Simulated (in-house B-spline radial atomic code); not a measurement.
Inner levels of zinc as electrons are removed. A shift is the extra binding of the orbital against the neutral atom ([Ar] 3d10 4s2). The density at the nucleus is averaged over the nuclear charge. Computed with a B-spline radial code for spherical atoms: Dirac-Hartree-Fock, jj configuration that fills j = l - 1/2 first, finite nuclei.

A number in brackets counts the electrons of a j subshell.

| ion | configuration | shift of 1s1/2 (eV) | radius of 1s1/2 (bohr) | Σ<r²> (bohr²) | change of density at nucleus (bohr⁻³) |
| --- | --- | --- | --- | --- | --- |
| Zn17+ | [Ne] 3s2 3p1/2(1) | 648.3 | 0.050261 | 1.5018 | 206.9 |
| Zn18+ | [Ne] 3s2 | 710.03 | 0.050251 | 1.1245 | 232.38 |
| Zn19+ | [Ne] 3s1 | 769.89 | 0.050248 | 0.75168 | 3.2426 |
| Zn20+ | [He] 2s2 2p6 | 831.23 | 0.050245 | 0.39623 | -240.19 |
| Zn21+ | [He] 2s2 2p1/2(2) 2p3/2(3) | ? | ? | ? | ? |
| Zn22+ | [He] 2s2 2p1/2(2) 2p3/2(2) | 1145.05 | 0.050137 | 0.28679 | -77.46 |
| Zn23+ | [He] 2s2 2p1/2(2) 2p3/2(1) | 1308.44 | 0.050078 | 0.23712 | 8.3188 |
| Zn24+ | [He] 2s2 2p1/2(2) | 1476.13 | 0.050016 | 0.19049 | 97.068 |
| Zn25+ | [He] 2s2 2p1/2(1) | 1651.1 | 0.049946 | 0.14749 | 182.08 |
| Zn26+ | [He] 2s2 | 1830.64 | 0.049874 | 0.10718 | 269.58 |
| Zn27+ | [He] 2s1 | ? | ? | ? | ? |
| Zn28+ | 1s2 | ? | ? | ? | ? |
| Zn29+ | 1s1 | 2660.52 | 0.049192 | 0.0032397 | -13218.3 |

(1) Fill in the row of Zn21+.

(2) Fill in the row of Zn27+.

(3) Fill in the row of Zn28+.

Results:

(1) shift of 1s1/2 (eV): 985.97; radius of 1s1/2 (bohr): 0.050192; Σ<r²> (bohr²): 0.33973; change of density at nucleus (bohr⁻³): -160.29.

(2) shift of 1s1/2 (eV): 1986.84; radius of 1s1/2 (bohr): 0.049866; Σ<r²> (bohr²): 0.055912; change of density at nucleus (bohr⁻³): -983.96.

(3) shift of 1s1/2 (eV): 2145.75; radius of 1s1/2 (bohr): 0.049829; Σ<r²> (bohr²): 0.0066587; change of density at nucleus (bohr⁻³): -2295.05.
